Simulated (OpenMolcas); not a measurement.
## C2+: CASPT2 settings compared

```json
{
 "Program": "OpenMolcas 26.06",
 "Basis": "ANO-R1 [3s2p1d]",
 "Scalar Hamiltonian": "X2C, finite nucleus",
 "Active space": "2 electrons in 4 orbitals (2s 2p)",
 "State averaging": "2S+1 = 1 even, 6 roots; 2S+1 = 3 even, 3 roots kept (CI in the orbitals of an earlier block); 2S+1 = 1 odd, 3 roots; 2S+1 = 3 odd, 3 roots kept (CI in the orbitals of an earlier block)",
 "Spin-orbit coupling": "state interaction with AMFI integrals over the reference wave functions, term energies averaged over their components"
}
```

Methods on the same reference wave functions:
A. CASSCF
B. SS-CASPT2, IPEA 0.75 Eh, imaginary shift 0.4 Eh (closed shells correlated: 1s)
C. SS-CASPT2, IPEA 0.3 Eh, no level shift (closed shells correlated: 1s)
D. SS-CASPT2, IPEA 0.4 Eh, real shift 0.25 Eh (closed shells correlated: 1s)

Energies in cm⁻¹ above 2s² ¹S₀, the measured ground level; measured values from Moore, Selected Tables of Atomic Spectra, NSRDS-NBS 3, section 3.

| Level | A | B | C | D | Measured |
| --- | --- | --- | --- | --- | --- |
| 2s² ¹S₀ | 0.0 | 0.0 | 0.0 | 0.0 | 0.0 |
| 2s 2p ³P°₀ | 54682 | 53269 | 53068 | 53148 | 52367 |
| 2s 2p ³P°₁ | 54706 | 53292 | 53091 | 53172 | 52391 |
| 2s 2p ³P°₂ | 54753 | 53339 | 53138 | 53219 | 52447 |
| 2s 2p ¹P°₁ | 114191 | 108043 | 107435 | 107655 | 102352 |
| 2p² ³P₀ | 140320 | 139573 | 139427 | 139471 | 137426 |
| 2p² ³P₁ | 140344 | 139597 | 139451 | 139495 | 137454 |
| 2p² ³P₂ | 140391 | 139645 | 139499 | 139543 | 137502 |
| 2p² ¹D₂ | 157100 | 151508 | 150751 | 151051 | 145876 |

Deviations, from unrounded energies. A percentage is the sum of absolute deviations over the sum of measured energies, with the sign that they share, or ± where signs differ.

```json
{"Against measurement": "mean absolute deviation (cm-1)", "Levels": "8", "A": "4800", "B": "2600", "C": "2300", "D": "2400"}
{"Against measurement": "other configurations (%)", "Levels": "8", "A": "+4.7", "B": "+2.5", "C": "+2.2", "D": "+2.3"}
```

C, D lie about equally close to measurement and A furthest from it. The largest miss of C in the table is 2s 2p ¹P°₁, by +5100 cm-1. The ranking rests on the paired levels alone, and a cruder setting can come out closer through cancelling errors.

Among B to D the level of the table that moves most is 2p² ¹D₂, by 760 cm-1 (lowest in C, highest in B).

The lowest spin-free term lies below A's lowest term by 0.003 hartree in B, 0.003 hartree in C, 0.003 hartree in D.

Terms from blocks run as CI alone lack orbitals of their own. Computed and measured levels are paired by configuration, term and J; levels that our copy of the source lacks, or whose pairing is in doubt (as where it misses far off the trend of its configuration), stay unpaired and out of the deviations. Only configurations of the active space appear.

° marks odd parity.
